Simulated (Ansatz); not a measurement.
Basis sets compared for the cluster Be6S5 (the lowest singlet isomer of a short search). The state is a singlet with charge 0. Geometry r2SCAN-D4/def2-SVP. Ansatz on 4 threads of Arm Neoverse V1 on a shared host; times are rough, and most runs start from earlier orbitals.

```xyz
11

Be   -0.1797    1.2350    1.3179
Be   -0.1959   -1.5713    0.9988
Be    1.6441   -0.2842   -0.7145
Be   -1.7047   -0.2159    0.3718
Be   -0.3837   -1.3165   -1.1004
Be    0.0424    1.4334   -1.0335
S    -1.6748    1.8179   -0.0066
S     1.6227    1.4884    0.3436
S    -0.9567   -0.3622    2.3765
S     1.2937   -2.2367   -0.1314
S     0.4926    0.0122   -2.4221
```

The structure comes from a short search, and lower isomers may exist.

Binding counts from free atoms (Be singlet, S triplet) in the same basis, without a counterpoise term.

| level | functions | energy (Eh) | HOMO (eV) | LUMO (eV) | binding per atom (eV) | wall time |
| --- | --- | --- | --- | --- | --- | --- |
| PBE-D4/def2-SVP | 144 | -2078.2308 | -5.60 | -3.84 | 3.85 | 3 s |
| PBE0-D4/def2-SVP | 144 | -2078.4308 | -6.59 | -3.18 | 3.79 | 4.4 s |

Estimate the rows for PBE-D4/def2-TZVP (with forces), PBE0-D4/def2-TZVP.


```json
{"level": "PBE-D4/def2-TZVP (with forces)", "functions": "299", "energy (Eh)": "-2079.0170", "HOMO (eV)": "-5.43", "LUMO (eV)": "-3.72", "binding per atom (eV)": "3.85", "wall time": "7.5 s"}
{"level": "PBE0-D4/def2-TZVP", "functions": "299", "energy (Eh)": "-2079.2146", "HOMO (eV)": "-6.35", "LUMO (eV)": "-3.01", "binding per atom (eV)": "3.79", "wall time": "15 s"}
```
